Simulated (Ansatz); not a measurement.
```yaml
crystal:
  periodic: [false, false, false]
  atoms:
    - {symbol: O, position_ang: [-0.392011, -0.357965, 1.557842]}
    - {symbol: W, position_ang: [-0.156036, -0.203541, 0.380299]}
    - {symbol: S, position_ang: [1.799725, -1.133657, -0.286440]}
    - {symbol: Cl, position_ang: [-1.737071, -0.417678, -1.174348]}
    - {symbol: Cl, position_ang: [0.410944, 2.350871, -0.125063]}
basis:
  gaussian: {orbitals: def2-mTZVP}
hamiltonian: {xc: {name: B97}}
relax: {f_tol: 0.0001, max_steps: 1}
```

```sh
$ ansatz run in.yaml --threads 4 --pin off --events-out ev --progress --plain --max-ram 10444MiB
```

Shortened log:

```
Functional definition: B97
1292 factors; integrals over basis functions are off by at most 2.1e-4 eV
mean field evaluation 1: about -39730.1975 eV, gradient 6.5e1 eV
mean field evaluation 2: about -39672.6833 eV, gradient 1.6e2 eV
mean field evaluation 4: about -39736.1392 eV, gradient 1.6e1 eV
mean field evaluation 8: about -39736.7705 eV, gradient 4.4e-1 eV
mean field evaluation 16: about -39736.8498 eV, gradient 4.9e-4 eV
mean field -39736.84984788 eV, -1460.3022973053 hartree, gradient 5.5e-6 eV, S^2 0.000000; 0 other end points of the search recorded, 0 dependent functions left out
reference -39736.84987195 eV, -1460.3022981900 hartree; 36, 36 occupied and 90, 90 virtual orbitals, 1292 factors
relax step   1: F+E_penalty+E_count = -39736.84984788 eV  Δ(F+E_penalty+E_count) = +0.000e0 eV  max|allowed force component| = 1.032e2 eV/Å  Δτ_max = 0.0000 Å  (33 SCF iters, accepted)
Error: geometry relaxation did not converge after 1 steps: max|allowed force component| = 1.03e2 eV/Å (threshold 1.0e-4). Raise `relax.max_steps` over both its present limit and 1, loosen `relax.f_tol`, or start from a geometry closer to equilibrium. Where this run's directory can be resumed (`checkpoint.write`), a resume goes on for up to `relax.max_steps` more
```

Problem. Something in this input is off. What?

Solution. The relaxation is allowed too few steps for its threshold. No converged result was reached.
